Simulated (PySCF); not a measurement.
# From computed data to an observable: oscillator strength and radiative lifetime

Ga(H)2(SeH) (GaH₃Se), SMILES [GaH2][SeH].

Geometry: PBE0-D3(BJ)/def2-TZVP.

PySCF with TDDFT-PBE0/def2-SVPD puts the first singlet state with f over 0.02 at 4.90 eV (vertical), with the transition dipole (0.044, 0.786, 0.000) in atomic units.

Question: Find the oscillator strength, the wavelength and the radiative lifetime that this transition would have in vacuum if emission retraced absorption.

Answer: 
|μ|² = 0.6197 au, so |μ| = 2.00 D. ΔE = 4.90/27.211 = 0.1801 hartree. f = (2/3) ΔE |μ|² = 0.074 (the program prints 0.074).
λ = 1239.84/4.90 = 253 nm; ν = 39521 cm⁻¹.
Einstein's coefficient A = 0.6670 ν² f s⁻¹ (ν in cm⁻¹) = 7.8e7 s⁻¹, so τ = 1/A = 13 ns. This state is S1. The figure is the radiative limit of this one transition; relaxation, internal conversion, crossing to triplets and a medium change what is measured.
